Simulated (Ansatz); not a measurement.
Basis-set extrapolation for AlB2ClH4Si (`[SiH3][B]1[AlH][B]1Cl`) (PBE0-D4/def2-TZVP geometry, frozen core, Ansatz). Multiplicity 1, RHF reference.

```
                       def2-TZVPP    def2-QZVPP
                 HF  -1042.025993  -1042.056360
    MP2 correlation     -0.605450     -0.651254
CCSD(T) correlation     -0.689594       not run
```

Energies in hartree. Use E(X) = E(∞) + A·exp(−7.88·√X) for Hartree–Fock and E(X) = E(∞) + B·X^(−2.97) for correlation, with X = 3 and 4, and add CCSD(T) minus MP2 of the smaller set to the MP2 limit.

Q: What is the CCSD(T) energy at the basis-set limit?

A: HF limit: -1042.056360 + (-0.030367) × 0.13774 = -1042.06054. MP2 limit: -0.651254 + (-0.045804) × 0.74074 = -0.68518. Higher-order term: -0.689594 − (-0.605450) = -0.08414. Total: -1042.82986 hartree, 300.0 kJ/mol below CCSD(T)/def2-TZVPP.
